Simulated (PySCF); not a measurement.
## Dipole response of Pd⁺ (palladium, charge +1)

[Kr] 4d8 5s1, high-spin 4F determinant (an excited configuration). All numbers are calculated (PySCF 2.14, the spin-free X2C one-electron Hamiltonian (Gaussian nucleus), in aug-cc-pVTZ-DK). Coupled (time-dependent) response in atomic units; α is the mean over directions.

| method | mean α (bohr³) | C₆ (like pair) | S(−4) |
| --- | --- | --- | --- |
| UHF | 36.20 | 233.8 | 1049 |
| PBE | 25.61 | 166.7 | 407.2 |

S(−4) is the Cauchy moment in α(ω) = α(0) + S(−4) ω² + …

Spin-orbit coupling is absent.

α(iu) at PBE:

```tsv
u (hartree)	α(iu) (bohr³)
0	25.61
0.0500	24.65
0.100	22.27
0.200	16.81
0.300	12.82
0.500	8.486
0.750	5.926
1.00	4.499
1.50	2.912
2.00	2.050
3.00	1.170
5.00	0.5204
```

For an ion, C₆ is the dispersion term alone; charge-induced terms of lower order in 1/R come first.
